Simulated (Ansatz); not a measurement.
Consider the formal exchange of groups at a Ga–C bond: `O[CH2][GaH][Br]` + `F/C=C/Cl` → `[F][GaH][Br]` + `OC/C=C/Cl`.

Calculated with Ansatz (gas phase, PBE0-D4/def2-TZVP geometries, no zero-point term in ΔE). CCSD(T)/CBS is the MP2 limit (def2-TZVPP, def2-QZVPP) plus CCSD(T) − MP2 in def2-TZVPP, frozen cores. Double bonds are as drawn, so ΔE can hold a change between cis and trans. Functionals use def2-TZVPP. B3LYP here is the variant with VWN-RPA as its local correlation; programs differ in this. For Br, Ga outer-core shells are correlated without core-valence functions, which leaves a few kJ/mol of doubt a bond. Scalar relativity is left out up to krypton. Each species was taken in one conformer, which may not be the lowest.

```csv
level,ΔE (kJ/mol),difference from CCSD(T)/CBS
r2SCAN-D4,-174.3,0.4
PBE0-D4,-167.2,7.5
B3LYP-D4,-169.2,5.5
r2SCAN,-174.1,0.6
PBE0,-167.2,7.5
B3LYP,-169.2,5.5
HF/def2-TZVPP,-182.8,-8.1
SCS-MP2/def2-TZVPP,-184.7,-10.0
CCSD(T)/def2-TZVPP,-177.6,-2.9
HF/def2-QZVPP,-185.1,-10.4
CCSD(T)/CBS,-174.7,0
```

Largest T1 diagnostic among the species: 0.012.

From PBE to PBE0 (25 % exact exchange), in def2-TZVPP and without D4, ΔE moves by −3.9 kJ/mol.

CCSD(T)/CBS has its own doubt, a few kJ/mol and more with outer-core shells, so smaller differences from it don't rank the levels.
